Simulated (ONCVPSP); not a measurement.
**tantalum: one change to an ONCV potential, before and after**

```json
{
 "Element": "tantalum (Ta)",
 "Generator": "ONCVPSP 4.0.1",
 "Type": "optimised norm-conserving Vanderbilt (ONCV)",
 "Functional": "PBE",
 "Relativity": "scalar-relativistic",
 "Frozen core": "[Kr] 4d10 4f14",
 "Valence charge": "13",
 "Reference configuration": "5s2 5p6 5d3.5 6s1.5",
 "Partial waves": "5s+6s: rc 1.45 bohr, ncon 4, nbas 8, qcut 6.6 1/bohr, 3 projectors, debl 3 Ha; 5p: rc 1.95 bohr, ncon 3, nbas 8, qcut 6.8 1/bohr, 3 projectors, debl 3.1 Ha; 5d: rc 2.60 bohr, ncon 4, nbas 8, qcut 7.3 1/bohr, 2 projectors, debl 0.3 Ha",
 "Local potential": "polynomial inside 1.30 bohr (lpopt 5, dvloc0 -1 Ha)",
 "Core correction": "Teter function, fcfact 3.5, rcfact 1.7"
}
```

Change: d: ncon 3, nbas 7.

Cutoffs: the cutoffs (Ha) at which the residual kinetic energy of the hardest occupied pseudo-wave falls to 1 and 0.1 mHa per electron; they do not see the model core or the augmentation charge, which bear on the density cutoff. Errors are all-electron minus pseudo energies relative to the spin-unpolarised reference configuration.

Q: Predict the effect on cutoff, ghosts and configuration errors.

A: The potential gets neither clearly harder nor softer (21 Ha and 71 Ha → 21 Ha and 71 Ha); of the 4 tests that both files solve, the error grows in 0 and shrinks in 1 by more than 15 % and 0.3 meV (median size 2.6 → 2.5 meV); neither file shows a bound ghost.

```csv
quantity,base,changed
"cutoff, loose",21 Ha,21 Ha
"cutoff, tight",71 Ha,71 Ha
loose cutoff by channel,"s 21 Ha, p 11 Ha, d 13 Ha","s 21 Ha, p 11 Ha, d 12 Ha"
bound ghosts,none,none
GHOST(+) flags under 300 eV,none,none
"error for 5s2 5p6 5d3 6s2, meV [ΔE -0.99 eV]",-0.9,-0.6
"error for 5s2 5p6 5d3 6s1, meV [ΔE 7.48 eV]",-3.0,-2.9
"error for 5s2 5p6 5d3 6s0, meV [ΔE 22.45 eV]",-22,-22
"error for 5s2 5p6 5d3 6s1 6p1, meV [ΔE 3.19 eV]",-2.2,-2.0
s: phases at 1.47 bohr within 0.05 rad from the reference energy up to (Ha; the scan ends near 5),to the end of the scan,to the end of the scan
p: phases at 1.98 bohr within 0.05 rad from the reference energy up to (Ha; the scan ends near 5),to the end of the scan,to the end of the scan
d: phases at 2.64 bohr within 0.05 rad from the reference energy up to (Ha; the scan ends near 5),to the end of the scan,4.9
"rms error of d²Exc/dni dnj with the model core, mHa",2.02,2.02
```
